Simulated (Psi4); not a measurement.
Input for Psi4:
```
memory 2 GB

molecule mol {
1 2
  O     0.000290    0.645224   -0.012142
  O    -0.000290   -0.645224    0.012142
  H     0.943111    0.994035   -0.033962
  H    -0.943111   -0.994035    0.033962
}

set basis cc-pvdz
set reference uhf

energy('mp2')
print_variables()
```

Estimate the MP2 correlation energy that MP2/cc-pVDZ (Psi4) returns for this input.

-0.3756 Eh

Give the number of basis functions at the level MP2/cc-pVDZ.

38

These values belong to the state on which the SCF converged, which isn't shown to be the lowest.
